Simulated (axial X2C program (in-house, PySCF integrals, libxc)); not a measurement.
**What spin–orbit coupling does to BSe**

Computed with an in-house all-electron X2C program for linear molecules (integrals from PySCF). Spin-free means the one-electron spin-free X2C Hamiltonian; two-component (2c) means X2C with spin–orbit coupling and atomic mean-field two-electron Coulomb and Gaunt terms, so the difference of the two also holds small scalar two-electron terms. Basis: Se dyall-cv3z [8s9p6d4f1g], B dyall-v3z [7s6p2d1f] (cores contracted in-house); Gaussian nuclei, density fitting, unrestricted open shells. Masses: Se 79.917 u, B 11.009 u.

Spin-free state: M_S = 1/2, Λ = 0 (beyond evenly filled blocks: σα); fragments Se + B.

```
level  Re (Å)  ωe (cm⁻¹)  De (eV)  μ (D)
 PBE0   1.736      988.7    5.073   0.46
  LDA   1.735      973.5    6.151   0.22
```

Dipoles are positive if B is the positive end.

Two-component determinant lowest at the distance of the search:

Ω = 1/2 (⟨Sz⟩ = 0.50, ⟨Lz⟩ = 0.00 at PBE0); fragments Se + B.

```csv
level,Re (Å),ωe (cm⁻¹),De (eV),μ (D)
PBE0,1.737,986.6,5.012,0.45
LDA,1.736,971.5,6.010,0.21
```

(1) From the two tables, how do the constants change at the PBE0 level (2c against spin-free)?

The state is one determinant whose occupation by symmetry is held fixed; it was picked as the lowest of a PBE0 search that is not exhaustive. Dissociation energies refer to the lowest single-determinant-based atoms at the same level and basis. Density functionals use the spin component along the axis (collinear). The 2c atoms are single determinants rather than J levels; their spin–orbit lowering is only partly caught, and De is too large by that part. This holds for PBE0, LDA. The functionals have no current-density term, which raises determinants with orbital currents, atoms included.

## Answers

(1) At the PBE0 level Re goes up by 0.001 Å and ωe drops by 2.1 cm⁻¹; De is not compared, since the atomic limits differ or miss part of their spin–orbit lowering.
